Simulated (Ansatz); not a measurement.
Ansatz (a quantum-chemistry and plane-wave program) input (PBE/6-31G* with LANL2DZ past Ar): The .json file joins the Basis Set Exchange's 6-31G* for atoms up to Ar and LANL2DZ past it.

Ansatz 0.2 input:
```yaml
crystal:
  periodic: [false, false, false]
  atoms:
    - {symbol: Au, position_ang: [-0.00000000, -0.00000000, -0.38970877]}
    - {symbol: O, position_ang: [0.00000000, 0.00000000, 2.67694241]}
    - {symbol: C, position_ang: [0.00000000, 0.00000000, 1.56190893]}
basis:
  gaussian:
    orbitals: 6-31Gs+LANL2DZ.json
hamiltonian:
  xc: {name: PBE}
total_charge: 1
relax: {f_tol: 0.003, max_steps: 120}
```

Problem. What final total energy does it give?

Solution. -248.34972 Eh.
